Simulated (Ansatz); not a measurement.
Stepwise reaction of `C[O][W](=[O])(=[O])[O]C` with hydrogen fluoride, as a gas-phase model of exchange steps in deposition or etching. ΔE in kJ/mol.

Computed with Ansatz on PBE0-D4/def2-TZVP structures; ΔE is electronic, products minus reactants. CCSD(T)/CBS adds triple-zeta CCSD(T) − MP2 to the extrapolated MP2 energy (def2 sets, frozen cores). This one scheme is used for every species. Functionals use def2-TZVPP. B3LYP here is the variant with VWN-RPA as its local correlation; programs differ in this. def2 core potentials past Kr. For W outer-core shells are correlated without core-valence functions, which leaves a few kJ/mol of doubt a bond. One conformer a species, not always the lowest.

```
step                                                            reaction  PBE-D4  B3LYP-D4  ωB97M-V  CCSD(T)/CBS
   1  `C[O][W](=[O])(=[O])[O]C` + H–F → `C[O][W](=[O])(=[O])[F]` + CH₃OH   -18.8     -15.6    -20.8        -10.2
   2    `C[O][W](=[O])(=[O])[F]` + H–F → `[O]=[W](=[O])([F])[F]` + CH₃OH    -7.5      -3.0     -8.3          2.7
```

Task: By hand: ΔE of the 2 steps together at CCSD(T)/CBS.

Result: (-10.2) + (2.7) = -7.5 kJ/mol, or -3.7 kJ/mol a step.

In ΔE each step is higher than the one before. PBE-D4 differs from CCSD(T)/CBS by -10.2 to -8.6 kJ/mol a step. Isolated molecules leave out the surface, adducts and barriers. Largest T1 diagnostic: 0.023.
